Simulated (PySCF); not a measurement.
OsO4, SMILES [O]=[Os](=[O])(=[O])=[O], multiplicity 1.

The structure is a stationary point at B3LYP-D3(BJ)/def2-SVP. The multiplicity is an assumed one; other spin states were not compared. The isomer is the one that the SMILES or the coordinates give; other isomers of the formula were not compared. The def2 effective core potentials stand for the cores of Os; spin–orbit coupling is left out.

Two levels are set side by side: PBE/def2-TZVP (PySCF) and r2SCAN/def2-TZVP (PySCF). Same geometry, gas phase. Differences are taken from unrounded values.

```json
[
 {"quantity": "orbital gap (eV)", "PBE": "4.07"},
 {"quantity": "highest occupied level (eV)", "PBE": "-8.94"},
 {"quantity": "lowest empty level (eV)", "PBE": "-4.87"},
 {"quantity": "mean polarisability (bohr³)", "PBE": "46.6"}
]
```

Task: These are the PBE values. What does r2SCAN give? (Estimate from the structure and the level; the computed values follow.)

Result: 
```
quantity                     r2SCAN  PBE minus r2SCAN
---------------------------  ------  ----------------
orbital gap (eV)               4.35             -0.27
highest occupied level (eV)   -9.34              0.40
lowest empty level (eV)       -4.99              0.12
mean polarisability (bohr³)    46.0               0.7
```

Rough cost on one machine, each run with all the roots and properties that it gave: r2SCAN against PBE about 4 times.
